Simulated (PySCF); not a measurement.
# BHandHLYP on Ar(2+) (argon, charge +2)

Configuration: [Ne] 3s2 3p3 3d1, high-spin 5D determinant (an excited configuration). Computed with PySCF 2.14 in dyall-av3z (19s12p3d2f, 84 functions), with the spin-free X2C one-electron Hamiltonian (Gaussian nucleus).

| Quantity | Value |
| --- | --- |
| Total energy | -527.0809 hartree |
| One-electron energy | -709.4772 hartree |
| Hartree (Coulomb) energy | 212.6285 hartree |
| Exchange-correlation energy | -30.2322 hartree |
| ⟨S²⟩ | 6.0008 |
| ⟨L²⟩ | 6.012 |
| Sum of ⟨r⟩ | 12.19 bohr |
| Sum of ⟨r²⟩ | 17.41 bohr² |
| Traceless quadrupole moment −½Σ⟨3z² − r²⟩ along its main axis | 1.33 e·bohr² |
| Langevin diamagnetic susceptibility | -13.8 ×10⁻⁶ cm³/mol |

```tsv
shell	electrons	mean orbital energy (eV)	spread (eV)	rms radius, mean of both spins (bohr)
1s α	1	-3217.6	0	0.0992
1s β	1	-3216.6	0	0.0992
2s α	1	-352.18	0	0.448
2s β	1	-351.21	0	0.448
2p α	3	-280.68	0.175	0.417
2p β	3	-279.02	0.235	0.417
3s α	1	-61.129	0	1.41
3s β	1	-53.043	0	1.41
3p α	3	-43.306	0.178	1.54
3d α	1	-18.748	0	2.19
```

The outer electron is Rydberg-like, and this basis confines it to a smaller radius and binds it less than a complete one would.

Densities and radii are taken from the X2C orbitals without a picture-change correction, which distorts them close to the nucleus.
